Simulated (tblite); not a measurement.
C5H14BNSi.
Bonds: C1–C2 (double), C2–C3, C2–B4, B4–N5, N5–C6, N5–C7, C7–Si8. Hydrogens: H9, H10 on C1; H11, H12, H13 on C3; H14 on B4; H15, H16, H17 on C6; H18, H19 on C7; H20, H21, H22 on Si8.

Computed with GFN2-xTB (tblite), gas phase: L-BFGS steps from a force-field or distance-geometry start until the largest atomic force falls under 0.01 eV/Å.

Step 105: E = -645.4768 eV
```
atom  x, y, z in Å  |  force x, y, z in eV/Å
C1     -2.0530   -0.4116   -1.7278   -0.009  -0.137  -0.032
C2     -1.8668   -0.2532   -0.4227   -0.092   0.054  -0.165
C3     -2.6131   -1.0869    0.5882    0.027   0.040  -0.028
B4     -0.9469    0.8400    0.2498   -0.016   0.052   0.030
N5      0.4073    0.6432    0.4412   -0.013   0.063   0.074
C6      1.2303    1.5662    1.1867    0.018   0.003   0.106
C7      1.1226   -0.5401   -0.0032   -0.034  -0.034  -0.023
Si8     2.8555   -0.2527   -0.7727   -0.047  -0.019   0.092
H9     -1.5418    0.2020   -2.4552    0.028  -0.005   0.073
H10    -2.7116   -1.1622   -2.1574    0.056   0.115   0.187
H11    -1.8985   -1.5578    1.2623   -0.042  -0.062   0.030
H12    -3.2359   -1.8555    0.1309    0.056   0.058  -0.047
H13    -3.2445   -0.4289    1.1879    0.001  -0.077  -0.012
H14    -1.4456    1.8128    0.6967    0.062  -0.068  -0.073
H15     0.6089    2.3595    1.5962    0.007  -0.016   0.029
H16     1.7478    1.0599    2.0128   -0.103   0.001  -0.099
H17     1.9892    2.0216    0.5463    0.056   0.018  -0.058
H18     0.4846   -1.0454   -0.7333    0.046  -0.003   0.028
H19     1.2209   -1.2346    0.8462    0.074   0.053  -0.025
H20     3.2775   -1.5377   -1.3328   -0.005   0.011  -0.031
H21     3.8234    0.1104    0.2825   -0.103   0.017  -0.177
H22     2.7791    0.7706   -1.8243    0.034  -0.065   0.120
```

Step 106: E = -645.4839 eV
```
atom  x, y, z in Å  |  force x, y, z in eV/Å
C1     -2.0513   -0.4143   -1.7346    0.004  -0.095  -0.017
C2     -1.8604   -0.2461   -0.4315   -0.083   0.056  -0.178
C3     -2.5918   -1.0833    0.5857    0.005   0.032  -0.023
B4     -0.9454    0.8533    0.2358   -0.048   0.056  -0.003
N5      0.4047    0.6507    0.4398    0.022   0.009   0.095
C6      1.2272    1.5610    1.2013    0.000  -0.001   0.069
C7      1.1156   -0.5393    0.0064   -0.029  -0.046  -0.024
Si8     2.8412   -0.2584   -0.7787   -0.081  -0.035   0.107
H9     -1.5532    0.2038   -2.4668    0.037  -0.009   0.063
H10    -2.7035   -1.1736   -2.1554    0.032   0.091   0.165
H11    -1.8711   -1.5535    1.2518   -0.001  -0.081   0.048
H12    -3.2153   -1.8525    0.1322    0.032   0.039  -0.049
H13    -3.2180   -0.4300    1.1947   -0.020  -0.062  -0.012
H14    -1.4442    1.8321    0.6656    0.054  -0.045  -0.048
H15     0.6087    2.3558    1.6107   -0.005   0.004   0.022
H16     1.7254    1.0410    2.0298   -0.066   0.010  -0.096
H17     1.9969    2.0129    0.5709    0.059   0.016  -0.028
H18     0.4767   -1.0560   -0.7145    0.021   0.015   0.025
H19     1.2195   -1.2236    0.8630    0.073   0.055  -0.015
H20     3.2577   -1.5397   -1.3449    0.012  -0.032  -0.027
H21     3.8088    0.1198    0.2639   -0.032   0.009  -0.110
H22     2.7613    0.7595   -1.8267    0.015   0.014   0.035
```

Question: Estimate the geometry and energy of step 107. (The exact step hangs on the optimiser's Hessian estimate; all steps are aligned on step 106, rigid shifts and turns removed.)

Answer: E = -645.4917 eV, largest force 0.196 eV/Å
```
atom  x, y, z in Å  |  force x, y, z in eV/Å
C1     -2.0505   -0.4025   -1.7575    0.026  -0.034  -0.061
C2     -1.8462   -0.2278   -0.4601   -0.009   0.056   0.006
C3     -2.5475   -1.0773    0.5683   -0.019   0.002  -0.034
B4     -0.9366    0.8780    0.2028    0.092   0.019  -0.001
N5      0.4051    0.6528    0.4530   -0.123  -0.054   0.068
C6      1.2235    1.5446    1.2429   -0.058  -0.001  -0.025
C7      1.1075   -0.5546    0.0506   -0.012  -0.093   0.021
Si8     2.8018   -0.2663   -0.8024   -0.087   0.030   0.052
H9     -1.5745    0.2241   -2.4963    0.035  -0.021   0.038
H10    -2.6956   -1.1732   -2.1572   -0.036   0.012   0.062
H11    -1.8179   -1.5474    1.2239    0.058  -0.066   0.032
H12    -3.1700   -1.8504    0.1219    0.000   0.021  -0.062
H13    -3.1689   -0.4356    1.1918   -0.058  -0.023   0.003
H14    -1.4319    1.8723    0.5922    0.050  -0.002  -0.013
H15     0.6096    2.3479    1.6418   -0.025   0.011   0.009
H16     1.6784    1.0042    2.0813    0.008   0.027  -0.085
H17     2.0176    1.9873    0.6344    0.040  -0.019   0.032
H18     0.4557   -1.1165   -0.6299    0.073   0.132   0.119
H19     1.2486   -1.1964    0.9403    0.051   0.120  -0.146
H20     3.2223   -1.5531   -1.3544    0.033  -0.019   0.015
H21     3.7862    0.1912    0.1947   -0.036  -0.063  -0.136
H22     2.6729    0.7183   -1.8837   -0.005  -0.036   0.104
```

The energy changes by -0.0078 eV. The first-order estimate −F·Δx gives -0.0162 eV and the mean of the old and new forces, exact on a quadratic surface, -0.0072 eV. The step makes an angle of 83° with the force vector and moves no atom by more than 0.113 Å.

What follows is the cost of the whole relaxation. The run took 2.5 s of wall time on an Intel Xeon at 2.60 GHz with one thread, shared host with 128 logical CPUs at a one-minute load of 26.
